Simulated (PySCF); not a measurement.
Species: [ReO4]3- (charge -3 and triplet state).
Structure used (PBE0-D3(BJ)/def2-SVP), in Å, numbered top down from 1:
```xyz
5
ReO4 angstrom
Re     0.0535    0.0160   -0.1734
O      0.1589    0.0351    1.6519
O      1.8247   -0.0356   -0.4934
O     -1.0324    1.4176   -0.5322
O     -1.0047   -1.4332   -0.4529
```

Level of theory: PySCF 2.14.0, PBE0-D3(BJ)/def2-SVP geometry optimisation, gas phase, def2 core potentials past Kr.

**Question.** Which atoms are bound to Re1, and at what distances?

**Answer.** 4 atoms: O3 1.801 Å, O4 1.809 Å, O5 1.816 Å, O2 1.828 Å.

**Question.** List the angles at Re1.

**Answer.** 
```json
{"angle": "O3–Re1–O4", "degrees": "125.3", "distance of the outer atoms (Å)": "3.21"}
{"angle": "O3–Re1–O5", "degrees": "121.5", "distance of the outer atoms (Å)": "3.16"}
{"angle": "O4–Re1–O5", "degrees": "103.8", "distance of the outer atoms (Å)": "2.85"}
{"angle": "O2–Re1–O4", "degrees": "103.0", "distance of the outer atoms (Å)": "2.85"}
{"angle": "O2–Re1–O5", "degrees": "101.3", "distance of the outer atoms (Å)": "2.82"}
{"angle": "O2–Re1–O3", "degrees": "97.0", "distance of the outer atoms (Å)": "2.72"}
```

**Question.** Describe the arrangement about Re1 in numbers.

**Answer.** Angles from 97.0° to 125.3°; τ4 = (360° − α − β)/141° = 0.80 with α and β the two widest (0 for a square, 1 for a tetrahedron). The Re–O distances aren't all alike: 1.801 to 1.828 Å.

**Question.** What are the rotational constants (commonest isotopes, rigid rotor)?

**Answer.** A = 4158, B = 3495, C = 3303 MHz: an asymmetric top.

Charge -3, triplet. ⟨S²⟩ = 2.005 (exact for a triplet: 2.00). Whether so highly charged an anion holds all its electrons in the gas phase wasn't checked; a finite basis holds them in any case. The ion is multiply charged and computed without counter-ions or solvent. PBE0-D3(BJ)/def2-SVP frequencies: not computed here.

Neither the SCF state along the optimisation nor the shape of the open-shell metal species was proved the lowest: other solutions of the same spin, or a structure of lower symmetry, can lie below.
